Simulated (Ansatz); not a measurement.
Stepwise reaction of `C[N](C)[Mg][N](C)C` with hydrogen fluoride, as a gas-phase model of exchange steps in deposition or etching. ΔE in kJ/mol.

Program: Ansatz. Geometries: PBE0-D4/def2-TZVP. ΔE: electronic, gas phase. CCSD(T)/CBS adds triple-zeta CCSD(T) − MP2 to the extrapolated MP2 energy (def2 sets, frozen cores). This one scheme is used for every species. DFT in def2-TZVPP. B3LYP here is the variant with VWN-RPA as its local correlation; programs differ in this. For Mg outer-core shells are correlated without core-valence functions, which leaves a few kJ/mol of doubt a bond. One conformer a species, not always the lowest.

| step | reaction | PBE-D4 | B3LYP-D4 | ωB97M-V | CCSD(T)/CBS |
| --- | --- | --- | --- | --- | --- |
| 1 | `C[N](C)[Mg][N](C)C` + H–F → `C[N](C)[Mg][F]` + `CNC` | -132.5 | -138.9 | -139.1 | -129.9 |

**Question.** Give the row of step 2, `C[N](C)[Mg][F]` + H–F → `[F][Mg][F]` + `CNC`. (An estimate is asked.)

**Answer.** The calculation gave: 
```json
{"step": "2", "reaction": "`C[N](C)[Mg][F]` + H–F → `[F][Mg][F]` + `CNC`", "PBE-D4": "-130.0", "B3LYP-D4": "-136.1", "ωB97M-V": "-135.7", "CCSD(T)/CBS": "-129.5"}
```

**Question.** By hand: ΔE of the 2 steps together at CCSD(T)/CBS.

**Answer.** (-129.9) + (-129.5) = -259.4 kJ/mol, or -129.7 kJ/mol a step.

In ΔE the steps differ by no more than 0.4 kJ/mol. All are downhill at CCSD(T)/CBS. PBE-D4 differs from CCSD(T)/CBS by -2.6 to -0.5 kJ/mol a step. Isolated molecules leave out the surface, adducts and barriers. Largest T1 diagnostic: 0.012.
